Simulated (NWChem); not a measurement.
Molecule: HSeOBr; SMILES Br[Se]O

```xyz
4

Se     0.4003     0.9546     0.0029
Br    -0.0595    -1.3681     0.0058
O     -1.2457     1.7097     0.0696
H     -1.5602     1.7492    -0.8586
```
Atoms are numbered in this order, from 1.

Program: NWChem. Pople sets run with spherical d functions. Coordinates come from a PBE-D3(BJ)/def2-SVP optimisation. Total energies compare along this basis series because the functional is fixed.

| level | basis functions | energy (Ha) | highest occupied level (eV) | orbital gap (eV) | dipole (D) |
|---|---|---|---|---|---|
| PBE0/STO-3G | 42 | -4995.1324 | -4.08 | 5.25 | 1.87 |
| PBE0/3-21G | 55 | -5026.6639 | -6.64 | 4.29 | 2.31 |
| PBE0/6-31G* | 80 | -5050.2465 | -6.84 | 4.25 | 1.97 |
| PBE0/6-311G** | 112 | -5050.8057 | -6.87 | 4.24 | 1.90 |
